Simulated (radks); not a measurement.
Radial electron density D(r) = 4 pi r^2 rho(r) of an atom or ion with 22 electrons. All-electron calculation, Dirac Kohn-Sham, PBE, spin-unpolarised, spherical densities, finite nucleus; Fermi nuclear charge, rms radius of each element as measured or else 0.836 A^(1/3) + 0.57 fm. Program: a radial shooting solver on a logarithmic mesh with Libxc functionals.

r (bohr),D(r) (e/bohr)
0.003104,2.583
0.003883,3.799
0.004897,5.590
0.006127,7.988
0.007665,11.19
0.009666,15.47
0.01209,20.49
0.01513,26.12
0.01908,31.97
0.02387,36.66
0.0301,39.35
0.03766,39.09
0.04712,36.39
0.05942,33.10
0.07434,32.47
0.093,36.17
0.1173,42.68
0.1467,45.93
0.1836,41.36
0.2315,30.12
0.2896,21.29
0.3624,20.41
0.457,23.81
0.5717,22.55
0.7153,14.97
0.902,6.343
1.128,1.734
1.412,0.2795
1.78,0.02172

What is the nuclear charge?

Answer. Z = 32. The innermost maximum, from 1s, lies near gamma/Z bohr with gamma = sqrt(1 - (Z/c)^2) = 0.972, here 0.0304 bohr (found: 0.0329), and its height grows with Z. The density is that of the germanium ion Ge10+ in [Ar] 3d4; the configuration itself is not fixed sharply by these data, and Z only to about a unit. D(r) has 3 maxima, at r = 0.0329, 0.146, 0.495 bohr, and minima at 0.0692, 0.329 bohr, inside which lie 2.09, 10.78 electrons.
